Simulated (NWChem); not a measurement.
System: Si2H4OF2; SMILES O[SiH2][SiH](F)F

NWChem input:

```
start job
memory heap 200 mb stack 900 mb global 1100 mb
geometry units angstroms noautoz
  O      0.640300     2.371383     0.272136
  Si    -0.539130     1.307456    -0.243339
  Si     0.054439    -0.876230     0.383228
  F     -0.959132    -1.941862    -0.299733
  F      1.531610    -1.165205    -0.229335
  H      1.514896     2.267777    -0.115220
  H     -0.732343     1.331432    -1.728286
  H     -1.802869     1.717108     0.427660
  H      0.115852    -1.184478     1.837257
end
basis spherical
  * library def2-tzvp
end
dft
  xc xpbe96 cpbe96
  iterations 150
  semidirect filesize 400000000
  mulliken
end
task dft energy
```

Structure relaxed at the PBE0/def2-SVP level.

Give the results of this calculation. (PBE/def2-TZVP.) Quantities: energy (Ha); highest occupied level (eV); orbital gap (eV); dipole (D).


```yaml
energy (Ha): -856.04
highest occupied level (eV): -6.84
orbital gap (eV): 4.92
dipole (D): 1.16
```
